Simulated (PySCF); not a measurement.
**Stationary points of VS₂**

All numbers come from PBE0 in PySCF with V def2-SVP, S def2-SVP; no relativity; density-fitted integrals.

Relaxations began from a few typed shapes; open shells are unrestricted. The search is not exhaustive: other isomers or separated fragments can lie lower, and high-lying points may rest on an excited occupation.

Which is the lowest minimum found?
A. broken-symmetry Ms = 1/2 (⟨S²⟩ 1.76) C2v: S–S 2.115 Å, V–S 2.223 Å (×2); S–S–V 61.6° (×2), S–V–S 56.8°
B. doublet D∞h: V–S 2.078 Å (×2); S–V–S 180.0°
C. doublet C2v: V–S 2.019 Å (×2); S–V–S 112.6°

C. The others lie at 82.2 (doublet D∞h, a saddle point), 131.4 (broken-symmetry Ms = 1/2 C2v) kJ/mol above it.

Formally V is in oxidation state +4, d1, with 1 unpaired electron. The Mulliken spin on V is 1.80. The polar-tensor charge on V, 1.07, is far below the formal one.

For the lowest minimum: open d and f shells are described by one determinant, and the ground state may have another occupation or spin.

The electron or spin density has lower symmetry than the nuclear frame for the doublet D∞h at 82.2 kJ/mol.
